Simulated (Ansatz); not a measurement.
One geometry of C$_{4}$H$_{7}$B, several functionals.

```yaml
crystal:
  periodic: [false, false, false]
  atoms:
    - {symbol: B, position_ang: [-0.983643, 0.156733, 0.633080]}
    - {symbol: C, position_ang: [-0.181870, -0.726764, 1.810611]}
    - {symbol: C, position_ang: [0.595676, -0.555592, 0.647628]}
    - {symbol: C, position_ang: [0.494451, -0.014708, -0.463638]}
    - {symbol: C, position_ang: [0.816508, 0.440182, -1.806003]}
    - {symbol: H, position_ang: [-1.065840, 1.323647, 0.893723]}
    - {symbol: H, position_ang: [-1.862416, -0.458670, 0.098835]}
    - {symbol: H, position_ang: [-0.555550, -1.726697, 2.005433]}
    - {symbol: H, position_ang: [0.134688, -0.182235, 2.694205]}
    - {symbol: H, position_ang: [1.820050, 0.121256, -2.094595]}
    - {symbol: H, position_ang: [0.099754, 0.037820, -2.525354]}
    - {symbol: H, position_ang: [0.765293, 1.529928, -1.860026]}
basis:
  gaussian: {orbitals: def2-TZVPP}
hamiltonian: {xc: pbe0, dispersion: d4}
output: {orbitals: {seedname: orbitals}}
```

```sh
$ ansatz run in.yaml --threads 4 --pin off --events-out ev --progress --plain --max-ram 10444MiB
```

Shortened log:

```
Functional definition: PBE0
1302 factors; their error is unknown
mean field evaluation 1: about -4923.8095 eV, gradient 5.7e1 eV
mean field evaluation 2: about -4923.5318 eV, gradient 5.6e1 eV
mean field evaluation 4: about -4931.7044 eV, gradient 3.4e0 eV
mean field evaluation 8: about -4931.7346 eV, gradient 2.7e-2 eV
mean field evaluation 16: about -4931.7325 eV, gradient 7.9e-5 eV
mean field -4931.73250438 eV, -181.2378266876 hartree, gradient 7.9e-5 eV, S^2 0.000000; 0 other end points of the search recorded, 0 dependent functions left out
reference -4931.73253735 eV, -181.2378278993 hartree; 18, 18 occupied and 235, 235 virtual orbitals, 1302 factors
Total energy: -4931.91367621 eV, -181.2444846296 hartree
```

Run time 2.6 s (4 threads of an Arm Neoverse V1 on a shared host); peak host memory 0.51 GiB.

The same input with `hamiltonian: {xc: pbe, dispersion: d4}` and forces (abridged; 2.6 s):

```
Functional definition: PBE
mean field evaluation 16: about -4931.0053 eV, gradient 1.3e-2 eV
mean field -4931.00534168 eV, -181.2111039512 hartree, gradient 1.3e-5 eV, S^2 0.000000
Total energy: -4931.22213286 eV, -181.2190708801 hartree
Atom 0 force    -0.031986     0.043525    -0.065748 eV/Å
Atom 1 force    -0.075825     0.003942     0.067121 eV/Å
Atom 2 force     0.318359    -0.471700     0.738655 eV/Å
Atom 3 force    -0.135825     0.431982    -0.832049 eV/Å
Atom 4 force    -0.008639    -0.049861     0.120201 eV/Å
Atom 5 force    -0.005948     0.116098     0.036140 eV/Å
Atom 6 force    -0.088720    -0.069158    -0.046487 eV/Å
Atom 7 force    -0.083744    -0.207115     0.066641 eV/Å
Atom 8 force     0.053533     0.100049     0.203664 eV/Å
Atom 9 force     0.207939    -0.056813    -0.080831 eV/Å
Atom 10 force    -0.141621    -0.070823    -0.170695 eV/Å
Atom 11 force    -0.007524     0.229873    -0.036612 eV/Å
Dipole moment:     0.348791    -0.057619    -0.220232 e Å
```
